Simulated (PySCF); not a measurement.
C6H7N3O.
Atom-mapped SMILES: `[CH2:1]=[CH:2][n:3]1[cH:4][c:5]([C:6]([CH3:7])=[O:8])[n:9][n:10]1` (hydrogens: H11, H12 on C1; H13 on C2; H14 on C4; H15, H16, H17 on C7)

Torsions of this conformer, `[CH2:1]=[CH:2][n:3]1[cH:4][c:5]([C:6]([CH3:7])=[O:8])[n:9][n:10]1`: C1–C2–N3–C4 179°, C4–C5–C6–C7 -179°.

The closed-shell ground state was solved at several levels (PySCF, density fitting, gas phase, non-relativistic). The structure is a single PBE0-D3(BJ)/def2-SVP conformer in the gas phase; no vibrational or solvent corrections.

| level | basis functions | HOMO (eV) | LUMO (eV) | gap (eV) | dipole (D) |
| --- | --- | --- | --- | --- | --- |
| B3LYP/def2-SVPD | 259 | -7.31 | -1.97 | 5.34 | 3.21 |
| PBE0/pcSseg-1 | 205 | -7.52 | -1.67 | 5.85 | 3.26 |

Problem. What might B3LYP/pcSseg-1 (205 basis functions) give for the same quantities?

Solution. HOMO -7.24 eV, LUMO -1.87 eV, gap 5.37 eV, dipole 3.25 D.

Problem. Over all these levels, which gives the widest orbital gap and which the narrowest?

Solution. PBE0/pcSseg-1 (global hybrid, 25 % exact exchange) has the widest, 5.85 eV, and B3LYP/def2-SVPD (global hybrid, 20 % exact exchange) the narrowest, 5.34 eV. Functional and basis both differ between the two, so the spread mixes both effects.

Problem. How far do the dipole and the HOMO energy spread over the levels?

Solution. The dipole runs from 3.21 to 3.26 D (mean 3.24 D) and the HOMO from -7.52 to -7.24 eV.
